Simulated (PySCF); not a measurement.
WHCl + H₂O → HW(OH) + HCl

Level: PBE0 in the def2-TZVP basis family, computed in PySCF with density fitting; scalar-relativistic core potentials for atoms from Rb on, none lighter, no spin–orbit coupling; open shells unrestricted.

```json
{"species": "WHCl", "state and structure": "quintet, Cs, W–Cl 2.262 Å, W–H 1.718 Å; Cl–W–H 120.4°", "E (Eh)": "-527.68984", "ZPE (kJ/mol)": "16.7", "H(298 K) − H(0) (kJ/mol)": "11.5", "S° (J/(mol K))": "290.6"}
{"species": "H₂O", "state and structure": "singlet, C2v, O–H 0.960 Å (×2); H–O–H 105.1°", "E (Eh)": "-76.37736", "ZPE (kJ/mol)": "56.5", "H(298 K) − H(0) (kJ/mol)": "9.9", "S° (J/(mol K))": "188.7"}
{"species": "HW(OH)", "state and structure": "quintet, C1, O–H 0.963 Å, W–H 1.734 Å, W–O 1.895 Å; H–O–W 120.9°, H–W–O 123.4°", "E (Eh)": "-143.38350", "ZPE (kJ/mol)": "47.8", "H(298 K) − H(0) (kJ/mol)": "12.0", "S° (J/(mol K))": "285.1"}
{"species": "HCl", "state and structure": "singlet, C∞v, H–Cl 1.279 Å", "E (Eh)": "-460.66440", "ZPE (kJ/mol)": "17.9", "H(298 K) − H(0) (kJ/mol)": "8.7", "S° (J/(mol K))": "186.6"}
```

**Question.** What is the electronic reaction energy?

**Answer.** At PBE0/def2-TZVP, ΔE = 50.7 kJ/mol from the differences of the total energies times 2625.5, uphill. 

**Question.** Add zero-point, thermal and entropy terms for 298.15 K and 1 bar.

**Answer.** ΔZPE = -7.5 and Δ[H(298) − H(0)] = -0.7 kJ/mol give ΔH° = 42.5 kJ/mol. ΔS° = -7.6 J/(mol K), so ΔG° = 42.5 − 298.15 × (-0.0076) = 45 kJ/mol and log₁₀K = -7.8.

Spin–orbit coupling can matter for WHCl, HW(OH) and is left out. Open d or f shells are single determinants, so the state found may not be the ground state. Each species is the lowest minimum found with this bonding; other isomers or fragments can lie lower.
